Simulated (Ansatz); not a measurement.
Harmonic vibrations of `C#[C][Al][CH3]` radical by finite differences.

```yaml
crystal:
  periodic: [false, false, false]
  atoms:
    - {symbol: C, position_ang: [2.659114, 0.063502, 0.525917]}
    - {symbol: C, position_ang: [1.501575, -0.297607, 0.493592]}
    - {symbol: Al, position_ang: [-0.284653, -0.997058, 0.529420]}
    - {symbol: C, position_ang: [-1.674442, 0.029622, -0.396119]}
    - {symbol: H, position_ang: [3.674965, 0.388230, 0.549530]}
    - {symbol: H, position_ang: [-1.722817, 1.035468, 0.035083]}
    - {symbol: H, position_ang: [-1.395255, 0.140859, -1.449506]}
    - {symbol: H, position_ang: [-2.666387, -0.420115, -0.343717]}
basis:
  gaussian: {orbitals: def2-TZVP}
magnetization: {spin_polarized: true, initial_magnetization: 1}
hamiltonian: {xc: pbe0, dispersion: d4}
phonons: {temperatures: {t_min: 298.15, t_max: 900, t_step: 200}}
```

```sh
$ ansatz run in.yaml --threads 2 --pin off --events-out ev --progress --plain --max-ram 32768MiB --backend cpu
```

It prints (some lines left out):

```
Functional definition: PBE0
mean field -9764.68013395 eV, -358.8453761848 hartree, gradient 3.8e-5 eV, S^2 0.751936; 0 other end points of the search recorded, 0 dependent functions left out
mean field -9764.67975448 eV, -358.8453622396 hartree, gradient 2.1e-6 eV, S^2 0.751950; 0 other end points of the search recorded, 0 dependent functions left out
mean field -9764.67970741 eV, -358.8453605097 hartree, gradient 1.8e-6 eV, S^2 0.751922; 0 other end points of the search recorded, 0 dependent functions left out
mean field -9764.68008086 eV, -358.8453742339 hartree, gradient 2.1e-6 eV, S^2 0.751938; 0 other end points of the search recorded, 0 dependent functions left out
mean field -9764.68007848 eV, -358.8453741463 hartree, gradient 2.1e-6 eV, S^2 0.751933; 0 other end points of the search recorded, 0 dependent functions left out
mean field -9764.68012181 eV, -358.8453757387 hartree, gradient 2.1e-6 eV, S^2 0.751937; 0 other end points of the search recorded, 0 dependent functions left out
mean field -9764.68011331 eV, -358.8453754263 hartree, gradient 1.8e-6 eV, S^2 0.751934; 0 other end points of the search recorded, 0 dependent functions left out
mean field -9764.67982824 eV, -358.8453649500 hartree, gradient 1.8e-6 eV, S^2 0.751920; 0 other end points of the search recorded, 0 dependent functions left out
mean field -9764.67978733 eV, -358.8453634466 hartree, gradient 2.1e-6 eV, S^2 0.751952; 0 other end points of the search recorded, 0 dependent functions left out
mean field -9764.68008804 eV, -358.8453744975 hartree, gradient 1.8e-6 eV, S^2 0.751935; 0 other end points of the search recorded, 0 dependent functions left out
mean field -9764.68009450 eV, -358.8453747351 hartree, gradient 2.1e-6 eV, S^2 0.751937; 0 other end points of the search recorded, 0 dependent functions left out
mean field -9764.68013309 eV, -358.8453761531 hartree, gradient 1.8e-6 eV, S^2 0.751933; 0 other end points of the search recorded, 0 dependent functions left out
mean field -9764.68011977 eV, -358.8453756637 hartree, gradient 2.1e-6 eV, S^2 0.751939; 0 other end points of the search recorded, 0 dependent functions left out
mean field -9764.68005785 eV, -358.8453733883 hartree, gradient 2.3e-6 eV, S^2 0.751943; 0 other end points of the search recorded, 0 dependent functions left out
mean field -9764.68007948 eV, -358.8453741829 hartree, gradient 2.8e-6 eV, S^2 0.751928; 0 other end points of the search recorded, 0 dependent functions left out
mean field -9764.68010304 eV, -358.8453750487 hartree, gradient 2.3e-6 eV, S^2 0.751931; 0 other end points of the search recorded, 0 dependent functions left out
mean field -9764.68011160 eV, -358.8453753635 hartree, gradient 2.1e-6 eV, S^2 0.751940; 0 other end points of the search recorded, 0 dependent functions left out
mean field -9764.68012080 eV, -358.8453757015 hartree, gradient 1.8e-6 eV, S^2 0.751940; 0 other end points of the search recorded, 0 dependent functions left out
mean field -9764.68012059 eV, -358.8453756940 hartree, gradient 2.9e-6 eV, S^2 0.751931; 0 other end points of the search recorded, 0 dependent functions left out
mean field -9764.67997350 eV, -358.8453702884 hartree, gradient 1.6e-6 eV, S^2 0.751927; 0 other end points of the search recorded, 0 dependent functions left out
mean field -9764.68003168 eV, -358.8453724263 hartree, gradient 1.6e-6 eV, S^2 0.751944; 0 other end points of the search recorded, 0 dependent functions left out
mean field -9764.68000672 eV, -358.8453715091 hartree, gradient 2.3e-6 eV, S^2 0.751941; 0 other end points of the search recorded, 0 dependent functions left out
mean field -9764.68000299 eV, -358.8453713719 hartree, gradient 2.2e-6 eV, S^2 0.751930; 0 other end points of the search recorded, 0 dependent functions left out
mean field -9764.67999761 eV, -358.8453711743 hartree, gradient 2.6e-6 eV, S^2 0.751931; 0 other end points of the search recorded, 0 dependent functions left out
mean field -9764.68001074 eV, -358.8453716569 hartree, gradient 2.7e-6 eV, S^2 0.751941; 0 other end points of the search recorded, 0 dependent functions left out
mean field -9764.68002646 eV, -358.8453722344 hartree, gradient 9.3e-7 eV, S^2 0.751936; 0 other end points of the search recorded, 0 dependent functions left out
mean field -9764.68001582 eV, -358.8453718435 hartree, gradient 8.2e-7 eV, S^2 0.751936; 0 other end points of the search recorded, 0 dependent functions left out
mean field -9764.68012201 eV, -358.8453757460 hartree, gradient 2.5e-6 eV, S^2 0.751935; 0 other end points of the search recorded, 0 dependent functions left out
mean field -9764.68011471 eV, -358.8453754778 hartree, gradient 2.3e-6 eV, S^2 0.751936; 0 other end points of the search recorded, 0 dependent functions left out
mean field -9764.68012811 eV, -358.8453759703 hartree, gradient 2.2e-6 eV, S^2 0.751936; 0 other end points of the search recorded, 0 dependent functions left out
mean field -9764.68013018 eV, -358.8453760463 hartree, gradient 2.1e-6 eV, S^2 0.751936; 0 other end points of the search recorded, 0 dependent functions left out
mean field -9764.68011933 eV, -358.8453756475 hartree, gradient 2.0e-6 eV, S^2 0.751937; 0 other end points of the search recorded, 0 dependent functions left out
mean field -9764.68012641 eV, -358.8453759076 hartree, gradient 1.2e-6 eV, S^2 0.751935; 0 other end points of the search recorded, 0 dependent functions left out
mean field -9764.68004543 eV, -358.8453729317 hartree, gradient 2.4e-6 eV, S^2 0.751935; 0 other end points of the search recorded, 0 dependent functions left out
mean field -9764.68004714 eV, -358.8453729944 hartree, gradient 2.9e-6 eV, S^2 0.751937; 0 other end points of the search recorded, 0 dependent functions left out
mean field -9764.68011061 eV, -358.8453753272 hartree, gradient 1.1e-6 eV, S^2 0.751937; 0 other end points of the search recorded, 0 dependent functions left out
mean field -9764.68010722 eV, -358.8453752023 hartree, gradient 1.2e-6 eV, S^2 0.751934; 0 other end points of the search recorded, 0 dependent functions left out
mean field -9764.68011383 eV, -358.8453754453 hartree, gradient 2.5e-6 eV, S^2 0.751937; 0 other end points of the search recorded, 0 dependent functions left out
mean field -9764.68012127 eV, -358.8453757187 hartree, gradient 1.4e-6 eV, S^2 0.751934; 0 other end points of the search recorded, 0 dependent functions left out
mean field -9764.68011883 eV, -358.8453756290 hartree, gradient 1.3e-6 eV, S^2 0.751934; 0 other end points of the search recorded, 0 dependent functions left out
mean field -9764.68012491 eV, -358.8453758524 hartree, gradient 2.9e-6 eV, S^2 0.751937; 0 other end points of the search recorded, 0 dependent functions left out
mean field -9764.68003698 eV, -358.8453726211 hartree, gradient 2.8e-6 eV, S^2 0.751936; 0 other end points of the search recorded, 0 dependent functions left out
mean field -9764.68004028 eV, -358.8453727424 hartree, gradient 2.6e-6 eV, S^2 0.751935; 0 other end points of the search recorded, 0 dependent functions left out
mean field -9764.68004335 eV, -358.8453728554 hartree, gradient 1.8e-6 eV, S^2 0.751937; 0 other end points of the search recorded, 0 dependent functions left out
mean field -9764.68004763 eV, -358.8453730126 hartree, gradient 2.3e-6 eV, S^2 0.751935; 0 other end points of the search recorded, 0 dependent functions left out
mean field -9764.68011083 eV, -358.8453753350 hartree, gradient 1.4e-6 eV, S^2 0.751936; 0 other end points of the search recorded, 0 dependent functions left out
mean field -9764.68010149 eV, -358.8453749918 hartree, gradient 1.2e-6 eV, S^2 0.751936; 0 other end points of the search recorded, 0 dependent functions left out
mean field -9764.68011797 eV, -358.8453755976 hartree, gradient 1.7e-6 eV, S^2 0.751936; 0 other end points of the search recorded, 0 dependent functions left out
mean field -9764.68012480 eV, -358.8453758484 hartree, gradient 1.6e-6 eV, S^2 0.751936; 0 other end points of the search recorded, 0 dependent functions left out
Total energy: -9764.80099461 eV, -358.8498177322 hartree
Atom 0 at     2.659114     0.063502     0.525917 Å, force    -0.000150    -0.001005     0.000600 eV/Å
Atom 1 at     1.501575    -0.297607     0.493592 Å, force     0.000182    -0.000284     0.000180 eV/Å
Atom 2 at    -0.284653    -0.997058     0.529420 Å, force     0.000954     0.001889    -0.001005 eV/Å
Atom 3 at    -1.674442     0.029622    -0.396119 Å, force    -0.002673    -0.001006     0.000312 eV/Å
Atom 4 at     3.674965     0.388230     0.549530 Å, force    -0.000218     0.000810    -0.000472 eV/Å
Atom 5 at    -1.722817     1.035468     0.035083 Å, force     0.000927    -0.000399     0.001495 eV/Å
Atom 6 at    -1.395255     0.140859    -1.449506 Å, force     0.000984    -0.001419    -0.000170 eV/Å
Atom 7 at    -2.666387    -0.420115    -0.343717 Å, force    -0.000007     0.001413    -0.000940 eV/Å
Dipole moment:    -0.043392     0.042885    -0.035516 e Å
Vibrations: 68.72 110.41 179.31 276.57 530.49 549.45 642.08 698.78 704.64 746.61 1190.39 1426.03 1438.77 2100.81 3032.55 3110.03 3149.34 3454.76 cm⁻¹, zero-point energy 1.451218 eV
```

Run time 3.5 min (2 threads of a server CPU on a shared host); peak host memory 0.41 GiB.
